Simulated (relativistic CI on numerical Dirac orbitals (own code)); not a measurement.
Computed by Dirac equation for one electron, model QED (radiative potential, 1s self-energy scaled to tabulated hydrogen-like ionisation energies) (own radial code, finite nucleus).

The strongest absorption lines from the ground level of an ion, among the configurations computed and to levels below about 2600 eV (vacuum wavelength in nm, gf): 0.47704 (0.01), 0.48310 (0.018), 0.49468 (0.038), 0.49472 (0.019), 0.52168 (0.1), 0.52180 (0.052), 0.61804 (0.55), 0.61858 (0.28).

(1) Which ion is it?
A. Ne X
B. Si XIV
C. Mg XII
D. S XVI

## Answers

(1) B. Si XIV has 1 electrons and the ground level 1s ²S1/2; the strongest line goes to 2p ²P°3/2. The pattern of lines fixes the number of electrons, and along that sequence the line energies rise steadily with the charge (about as its square where n changes within one kind of shell, about linearly where n is kept but much faster in heavy ions where fine structure, which grows about as Z⁴, sets the gap, and irregularly where shells cross), which fixes Z. Configurations outside the model, such as inner-shell arrays, can give stronger lines.
